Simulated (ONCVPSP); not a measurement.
**What the settings do to the ONCV potential of S**

Base potential:

* Element: sulfur (S)
* Generator: ONCVPSP 4.0.1
* Type: optimised norm-conserving Vanderbilt (ONCV)
* Functional: PBE
* Relativity: scalar-relativistic
* Frozen core: [Ne]
* Valence charge: 6
* Reference configuration: 3s2 3p4
* Partial waves: 3s: rc 1.40 bohr, ncon 3, nbas 8, qcut 5 1/bohr, 3 projectors, debl 1.3 Ha; 3p: rc 1.45 bohr, ncon 3, nbas 7, qcut 6.7 1/bohr, 3 projectors, debl 1.8 Ha; d scattering state at 0.13 Ha: rc 1.40 bohr, ncon 3, nbas 8, qcut 7 1/bohr, local
* Local potential: the d channel
* Core correction: polynomial model core, fcfact 0.6

Cutoffs, loose and tight: the cutoffs (Ha) at which the residual kinetic energy of the hardest occupied pseudo-wave falls to 1 and 0.1 mHa per electron. They do not see the model core or the augmentation charge, which bear on the density cutoff. Test errors are all-electron minus pseudo excitation energies from the reference, over the configurations 3s2 3p3; 3s2 3p2; 3s2 3p1; 3s0 3p6. A dash means not determined; rows that change the core or the reference have their own tests.

2 further variants are left out, since the program set their typed debl aside.

For the base: The cutoffs count occupied waves only; projector 3 of the p channel, the hardest unoccupied one, needs 33 Ha at the loose tolerance.

A true bound ghost makes a file unfit for plane-wave use even where its test errors are small: the radial tests pick states by their node count and pass the ghost by.

```json
{"change": "base", "outcome": "generated", "cutoff, loose": "12 Ha", "cutoff, tight": "52 Ha", "bound ghosts": "none", "GHOST(+) flags above zero": "s, p", "largest test error (meV)": "+56"}
{"change": "p: debl 0.4", "outcome": "generated", "cutoff, loose": "12 Ha", "cutoff, tight": "52 Ha", "bound ghosts": "p", "GHOST(+) flags above zero": "s, p", "largest test error (meV)": "+57"}
{"change": "p: debl 0.6", "outcome": "generated", "cutoff, loose": "12 Ha", "cutoff, tight": "52 Ha", "bound ghosts": "p", "GHOST(+) flags above zero": "s, p", "largest test error (meV)": "+56"}
{"change": "p: debl 1.05", "outcome": "generated", "cutoff, loose": "12 Ha", "cutoff, tight": "52 Ha", "bound ghosts": "p", "GHOST(+) flags above zero": "s", "largest test error (meV)": "+56"}
{"change": "p: debl 1.4", "outcome": "generated", "cutoff, loose": "12 Ha", "cutoff, tight": "52 Ha", "bound ghosts": "p", "GHOST(+) flags above zero": "s, p", "largest test error (meV)": "+56"}
{"change": "p: debl 2.45", "outcome": "generated", "cutoff, loose": "12 Ha", "cutoff, tight": "52 Ha", "bound ghosts": "none", "GHOST(+) flags above zero": "s, p", "largest test error (meV)": "+56"}
{"change": "p: debl 3.2", "outcome": "generated", "cutoff, loose": "12 Ha", "cutoff, tight": "52 Ha", "bound ghosts": "none", "GHOST(+) flags above zero": "s", "largest test error (meV)": "+56"}
{"change": "p: debl 4.45", "outcome": "generated", "cutoff, loose": "12 Ha", "cutoff, tight": "52 Ha", "bound ghosts": "none", "GHOST(+) flags above zero": "s", "largest test error (meV)": "+56"}
```

Reading the sweep of the debl of the p channel (base included, trends over the rows without a ghost): The loose cutoff stays near 12 Ha. The median size of the test errors (rows with all tests solved) stays near 8.9 meV. Bound ghosts are found at 0.4, 0.6, 1.05, 1.4 Ha.
